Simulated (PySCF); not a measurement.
Geometry:
```
atom   x (Å)   y (Å)   z (Å)
  C1   4.573   0.279  -1.025
  C2   3.565   0.285  -0.370
 Si3   2.010   0.322   0.619
  C4   0.748  -1.083   0.317
  C5  -0.293  -0.100  -0.281
  C6  -1.558  -0.019   0.530
  C7  -2.847   0.402  -0.110
  C8  -2.655  -1.021   0.318
  C9   0.523   1.213  -0.241
 F10   0.768   1.709  -1.512
 H11   5.455   0.272  -1.600
 H12   2.263   0.726   2.004
 H13   0.372  -1.598   1.199
 H14   1.057  -1.845  -0.395
 H15  -0.534  -0.351  -1.317
 H16  -1.388   0.308   1.552
 H17  -2.841   0.620  -1.167
 H18  -3.526   1.023   0.455
 H19  -2.516  -1.768  -0.448
 H20  -3.201  -1.379   1.178
 H21   0.015   2.021   0.292
```

All values are calculated (PySCF 2.14.0 with density-fitted response routines): GIAO PBE0/pcSseg-1 shieldings, structure optimised with GFN2-xTB. A single conformation, no solvent, relativity neglected.

**Question.** Predict the 2D correlation tables (HSQC, COSY, HMBC).

**Answer.** 

HSQC (one-bond C–H):
```csv
δH,δC
5.09 (H21),99.7 (C9)
2.20 (H11),108.4 (C1)
2.16 (H14),18.8 (C4)
1.74 (H15),52.6 (C5)
1.22 (H13),18.8 (C4)
0.63 (H18),7.6 (C7)
0.63 (H16),22.3 (C6)
0.57 (H20),6.8 (C8)
0.44 (H17),7.6 (C7)
0.19 (H19),6.8 (C8)
```

COSY cross peaks (H two or three bonds apart, from the bond graph; peaks can be absent where the dihedral angle is near 90°):
```csv
δH,δH
5.09 (H12),5.09 (H21)
5.09 (H12),2.16 (H14)
5.09 (H12),1.22 (H13)
5.09 (H21),1.74 (H15)
2.16 (H14),1.74 (H15)
2.16 (H14),1.22 (H13)
1.74 (H15),1.22 (H13)
1.74 (H15),0.63 (H16)
0.63 (H18),0.63 (H16)
0.63 (H18),0.57 (H20)
0.63 (H18),0.44 (H17)
0.63 (H18),0.19 (H19)
0.63 (H16),0.57 (H20)
0.63 (H16),0.44 (H17)
0.63 (H16),0.19 (H19)
0.57 (H20),0.44 (H17)
0.57 (H20),0.19 (H19)
0.44 (H17),0.19 (H19)
```

HMBC (two and three bonds, from the bond graph):
```csv
δH,δC
5.09 (H12),"108.4 (C1), 99.7 (C9), 85.3 (C2), 52.6 (C5), 18.8 (C4)"
5.09 (H21),"85.3 (C2), 52.6 (C5), 22.3 (C6), 18.8 (C4)"
2.20 (H11),85.3 (C2)
2.16 (H14),"99.7 (C9), 85.3 (C2), 52.6 (C5), 22.3 (C6)"
1.74 (H15),"99.7 (C9), 22.3 (C6), 18.8 (C4), 7.6 (C7), 6.8 (C8)"
1.22 (H13),"99.7 (C9), 85.3 (C2), 52.6 (C5), 22.3 (C6)"
0.63 (H18),"52.6 (C5), 22.3 (C6), 6.8 (C8)"
0.63 (H16),"99.7 (C9), 52.6 (C5), 18.8 (C4), 7.6 (C7), 6.8 (C8)"
0.57 (H20),"52.6 (C5), 22.3 (C6), 7.6 (C7)"
0.44 (H17),"52.6 (C5), 22.3 (C6), 6.8 (C8)"
0.19 (H19),"52.6 (C5), 22.3 (C6), 7.6 (C7)"
```

Scale: 1H and 13C vs TMS (reference shieldings calculated alike).

Short H···H contacts in this conformer between protons four or more bonds apart (candidates for NOE cross peaks, intensity ∝ r⁻⁶): H15···H17 2.51 Å, H16···H21 2.55 Å, H15···H19 2.59 Å, H13···H16 2.62 Å.

Shifts are as computed. Against solution values, carbons near 30 ppm lie about +3 ppm off and those near 130 ppm about +5 ppm. Of 1309 compounds with measured shifts, 239 miss one by over three times the rms of a fit or turn the order of signals round; such compounds aren't used in these exercises.
